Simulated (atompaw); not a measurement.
## Building the PAW (atompaw) potential for Cr (LDA (PW92), scalar-relativistic).

Input for atompaw 4.2.0.5:

```
Cr 24
LDA-PW scalarrelativistic loggrid 1500 logderivrange -5 5 251
4 4 3 0 0 0
4 0 0.5
4 1 0.5
3 2 5
0 0 0
c
c
c
v
c
v
v
v
2
3.00 2.40 2.85 2.85
y
0.05
n
n
y
1.95
n
bloechl sinc
3 0 ultrasoft
PWSCFOUT
UPFDX 0.0125d0 UPFXMIN -7.d0 UPFZMESH 24.d0
END
```

Command:

```bash
atompaw < Cr.input > Cr.log
```

The program printed (summary file):

```
Completed calculations for Cr (AE)

 Exchange-correlation type: LDA, Perdew-Wang correlation

 Radial integration grid is logarithmic
 r0 =   3.4351539E-04 h =   8.2443693E-03   n =      1500 rmax =   8.0000000E+01

 Scalar relativistic calculation

 AEatom converged in  52 iterations
   nz     =  24.00
   delta  =       7.773982908602E-17

 All Electron Orbital energies:
  n  l      occupancy      energy
  1  0      2.0000000E+00 -4.3124862E+02
  2  0      2.0000000E+00 -4.8959928E+01
  3  0      2.0000000E+00 -5.4601631E+00
  4  0      5.0000000E-01 -3.4570802E-01
  2  1      6.0000000E+00 -4.1230412E+01
  3  1      6.0000000E+00 -3.3871872E+00
  4  1      5.0000000E-01 -1.1066728E-01
  3  2      5.0000000E+00 -2.8217262E-01

 Total energy
   Total                    :    -2096.84672806533445

 ---
 Completed calculations for Cr (SC)

 Exchange-correlation type: LDA, Perdew-Wang correlation

 Radial integration grid is logarithmic
 r0 =   3.4351539E-04 h =   8.2443693E-03   n =      1500 rmax =   8.0000000E+01

 Scalar relativistic calculation

 SCatom converged in   2 iterations
   nz     =  24.00
   delta  =       2.001708411024E-17

 Valence Electron Orbital energies:
  n  l      occupancy      energy
   4  0      5.0000000E-01 -3.4570802E-01
   3  1      6.0000000E+00 -3.3871872E+00
   4  1      5.0000000E-01 -1.1066728E-01
   3  2      5.0000000E+00 -2.8217262E-01

 Total energy
   Total                    :    -2096.84672806587287
   Valence                  :     -193.52678357435505

 PAW parameters:
       lmax =            2
         rc =    3.0061424621967801
        irc =         1102
   rc_shape =    2.4061578481577701
    rc_vloc =    2.8610413653211886
    rc_core =    2.8610413653211886
   Vloc: Non norm-conserving form with l= 3;e=   0.0000E+00
   Projector type: Bloechl + Gram-Schmidt ortho.
   Sinc^2 compensation charge shape zeroed at   2.4062E+00

 Number of basis functions     6
 No.   n  nodes  l      Energy         Cp coeff         Occ
  1    4    3    0   -0.3457080E+00 -0.3977383E+01  0.5000000E+00
  2  999    4    0    0.5000000E-01  0.3429097E+01  0.0000000E+00
  3    3    1    1   -0.3387187E+01  0.8133224E+01  0.6000000E+01
  4    4    2    1   -0.1106673E+00  0.7750532E+01  0.5000000E+00
  5    3    0    2   -0.2821726E+00  0.6069196E+01  0.5000000E+01
  6  999    1    2    0.1950000E+01  0.1142404E+02  0.0000000E+00

 Eigenvalues of overlap operator (in the basis of projectors):
    1        6.98617711E-04
    2        9.17068904E-01
    3        1.64962508E+00
    4        8.98660893E+00
    5        1.66057329E+01
    6        1.72364570E+01

 Orbital leakage outside PAW augmentation regions
   orb  is_core?  %out_of_sphere
   1 0    T           0.00
   2 0    T           0.00
   3 0    T           0.01
   4 0    F          54.63
   2 1    T           0.00
   3 1    F           0.06
   4 1    F          82.84
   3 2    F           7.50

 Summary of PAW energies
   Total valence energy     :   -193.52678397967614
   Smooth energy            :     10.54930116014896
   One center               :   -204.07608513982510
   Smooth kinetic           :     10.23070708008841
   Vloc energy              :      0.67423704736391
   Smooth exch-corr         :     -2.48737827444613
   One-center xc            :    -90.51225470314083
```

The run took about 9.4 s on one core of a shared server CPU.
